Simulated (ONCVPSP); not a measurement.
**Ba ONCV: all-electron and pseudo phase curves**

| Quantity | Value |
| --- | --- |
| Element | Ba (Z = 56) |
| Generator | ONCVPSP 4.0.1 |
| Type | optimised norm-conserving Vanderbilt (ONCV) |
| Functional | PBE |
| Relativity | scalar-relativistic |
| Frozen core | [Kr] 4d10 |
| Valence charge | 10 |
| Reference configuration | 5s2 5p6 6s1.75 6p0.25 |
| Partial waves | 5s+6s: rc 2.40 bohr, ncon 4, nbas 7, qcut 5.1 1/bohr, 2 projectors; 5p+6p: rc 3.70 bohr, ncon 3, nbas 7, qcut 3.3 1/bohr, 2 projectors; d scattering state at 0.08 Ha: rc 3.05 bohr, ncon 4, nbas 8, qcut 3.4 1/bohr, 2 projectors, debl 0.5 Ha |
| Local potential | polynomial inside 2.25 bohr (lpopt 3, dvloc0 0 Ha) |
| Core correction | polynomial model core, fcfact 0.2 |

In the d channel the program set the typed energies aside and used 0.050, 0.550 Ha.

The phase is arctan(r·R′/R) of the radial function R(r), unwrapped; energies in Ha, scanned from -3 to 5 Ha. A pole is an energy at which the radial function vanishes at the test radius. The pseudo phase is shifted by a multiple of π to meet the all-electron one at the reference energy, and phase errors are pseudo minus all-electron; the curves can meet again beyond the range given. Levels narrower than the energy grid can be missing from the lists of poles.

Task: For each channel, where are the poles, and over which energies does the pseudopotential scatter like the atom?

Result:

| channel | radius (bohr) | reference energy (Ha) | poles, all-electron | poles, pseudo | unbroken range about the reference energy with phases within 0.05 rad | phase error 1 Ha above the reference energy (rad) |
| --- | --- | --- | --- | --- | --- | --- |
| s | 2.43 | -0.12 | -0.93, 3.67 | -0.93, 2.17, 4.54 | below 0.8 | -0.058 |
| p | 3.76 | -0.05 | -0.67, 1.02, 3.51 | -0.67, 1.01, 2.73 | below 1.6 | -0.002 |
| d | 3.09 | 0.05 | 0.39, 3.07 | 0.39, 3.03 | below 4.1 | -0.000 |

Phases in the s channel:

```csv
E (Ha),all-electron,pseudo
-2.98,1.301,1.300
-2.54,1.238,1.238
-2.10,1.096,1.095
-1.66,0.359,0.357
-1.22,-1.349,-1.349
-0.78,-1.633,-1.633
-0.34,-1.772,-1.772
0.10,-1.935,-1.935
0.54,-2.302,-2.309
0.98,-3.435,-3.510
1.42,-4.225,-4.295
1.86,-4.462,-4.552
2.30,-4.567,-4.859
2.74,-4.629,-7.566
3.18,-4.673,-7.726
3.62,-4.709,-7.784
4.06,-4.742,-7.821
4.50,-4.776,-7.851
4.94,-4.816,-7.878
```
